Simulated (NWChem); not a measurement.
System: C$_{2}$H$_{6}$BFO; SMILES CB(O)CF

NWChem input:

```
start job
memory heap 200 mb stack 900 mb global 1100 mb
geometry units angstroms noautoz
  C     -0.626431     1.957652     0.004307
  B      0.057380     0.540293    -0.007298
  O      1.409013     0.427613    -0.004119
  C     -0.764481    -0.827066    -0.012035
  F      0.147308    -1.911275     0.009274
  H      0.099108     2.765190    -0.137437
  H     -1.400921     2.048178    -0.769135
  H     -1.136459     2.131343     0.962994
  H      1.639351    -0.520020     0.001149
  H     -1.393242    -0.938380    -0.906565
  H     -1.426438    -0.930327     0.858998
end
basis spherical
  * library def2-tzvp
end
dft
  xc hfexch
  iterations 150
  semidirect filesize 400000000
  mulliken
end
task dft energy
```

Output (shortened):

```
             Northwest Computational Chemistry Package (NWChem) 7.3.0
             --------------------------------------------------------

 C1  symmetry detected

                             Geometry "geometry" -> ""
                             -------------------------

 Output coordinates in angstroms (scale by  1.889725989 to convert to a.u.)

  No.       Tag          Charge          X              Y              Z
 ---- ---------------- ---------- -------------- -------------- --------------
    1 C                    6.0000    -0.53808123     1.98474169     0.00564205
    2 B                    5.0000     0.06448769     0.53098812    -0.00660338
    3 O                    8.0000     1.40758774     0.34206003    -0.00394226
    4 C                    6.0000    -0.83337675    -0.78771002    -0.01142492
    5 F                    9.0000     0.01565455    -1.92174733     0.00925426
    6 H                    1.0000     0.23191013     2.75000467    -0.13613845
    7 H                    1.0000    -1.30647910     2.11914656    -0.76749590
    8 H                    1.0000    -1.03714244     2.18670829     0.96456086
    9 H                    1.0000     1.58397548    -0.61708270     0.00097921
   10 H                    1.0000    -1.46773336    -0.86302629    -0.90575946
   11 H                    1.0000    -1.49981415    -0.85363542     0.85981754

 Effective nuclear repulsion energy (a.u.)     167.1664732795

  xc_inp: hfexch multiplicative factor not found.

                                 NWChem DFT Module
                                 -----------------

 Summary of "ao basis" -> "ao basis" (spherical)
 ------------------------------------------------------------------------------
       Tag                 Description            Shells   Functions and Types
 ---------------- ------------------------------  ------  ---------------------
 C                         def2-tzvp                11       31   5s3p2d1f
 B                         def2-tzvp                11       31   5s3p2d1f
 O                         def2-tzvp                11       31   5s3p2d1f
 F                         def2-tzvp                11       31   5s3p2d1f
 H                         def2-tzvp                 4        6   3s1p

            General Information
            -------------------
          SCF calculation type: DFT
          Wavefunction type:  closed shell.
          No. of atoms     :    11
          No. of electrons :    40
           Alpha electrons :    20
            Beta electrons :    20
          Charge           :     0
          Spin multiplicity:     1
          Use of symmetry is: off; symmetry adaption is: off
          Maximum number of iterations: 150
          AO basis - number of functions:   191
                     number of shells:    79
          Convergence on energy requested:  1.00D-06
          Convergence on density requested:  1.00D-05
          Convergence on gradient requested:  5.00D-04

              XC Information
              --------------
                     Hartree-Fock (Exact) Exchange  1.000

      Superposition of Atomic Density Guess
      -------------------------------------

 Sum of atomic energies:        -277.07861007

      Non-variational initial energy
      ------------------------------

 Total energy =    -279.365696
 1-e energy   =    -710.024712
 2-e energy   =     263.492543
 HOMO         =      -0.345766
 LUMO         =       0.040048

------------------------------------------------------------
EAF file 0: "./job.aoints.0" size=628621312 bytes
------------------------------------------------------------
               write      read    awrite     aread      wait
               -----      ----    ------     -----      ----
     calls:     1199         0         0         0         0
   data(b): 6.29e+08  0.00e+00  0.00e+00  0.00e+00
   time(s): 0.00e+00  0.00e+00  0.00e+00  0.00e+00  0.00e+00
rate(mb/s): 0.00e+00  0.00e+00
------------------------------------------------------------

     ---------------------------------------------
      Total Density - Mulliken Population Analysis
     ---------------------------------------------

    Atom       Charge   Shell Charges
 -----------   ------   -------------------------------------------------------
    1 C    6     6.73   0.86  1.12  0.56  0.69  0.12  1.32  1.53  0.50  0.01  0.01  0.00
    2 B    5     4.46   0.92  1.06  0.54  0.46  0.05  0.77  0.45  0.04  0.07  0.07  0.03
    3 O    8     8.71   0.79  1.18  0.60  0.93  0.24  2.01  2.15  0.78  0.00  0.01  0.00
    4 C    6     6.01   0.86  1.12  0.54  0.67  0.11  1.08  1.24  0.30  0.02  0.07  0.01
    5 F    9     9.41   0.77  1.20  0.61  1.00  0.32  2.33  2.31  0.86  0.00  0.01  0.00
    6 H    1     0.82   0.24  0.43  0.13  0.02
    7 H    1     0.80   0.23  0.43  0.12  0.02
    8 H    1     0.80   0.23  0.43  0.12  0.02
    9 H    1     0.55   0.19  0.26  0.06  0.04
   10 H    1     0.86   0.24  0.45  0.14  0.02
   11 H    1     0.86   0.24  0.45  0.15  0.02

   convergence    iter        energy       DeltaE   RMS-Dens  Diis-err
 ---------------- ----- ----------------- --------- --------- ---------
 d= 0,ls=0.0,diis     1   -278.3028404166 -4.45D+02  2.86D-03  7.25D-01
 d= 0,ls=0.0,diis     2   -278.3713844018 -6.85D-02  9.08D-04  2.30D-01
 d= 0,ls=0.0,diis     3   -278.3903619771 -1.90D-02  3.96D-04  8.67D-03
 d= 0,ls=0.0,diis     4   -278.3916955598 -1.33D-03  9.27D-05  3.26D-04
 d= 0,ls=0.0,diis     5   -278.3917579264 -6.24D-05  3.15D-05  2.63D-05
  Resetting Diis
 d= 0,ls=0.0,diis     6   -278.3917637575 -5.83D-06  1.01D-05  1.78D-06
 d= 0,ls=0.0,diis     7   -278.3917642381 -4.81D-07  1.68D-06  1.56D-07

         Total DFT energy =     -278.391764238129
      One electron energy =     -714.358943185464
           Coulomb energy =      303.617231676705
    Exchange-Corr. energy =      -34.816526008897
 Nuclear repulsion energy =      167.166473279527

 Numeric. integr. density =        0.000000000000

[...]
```

Level: Hartree-Fock/def2-TZVP. Coordinates come from a B3LYP/6-31G* (spherical d) optimisation.
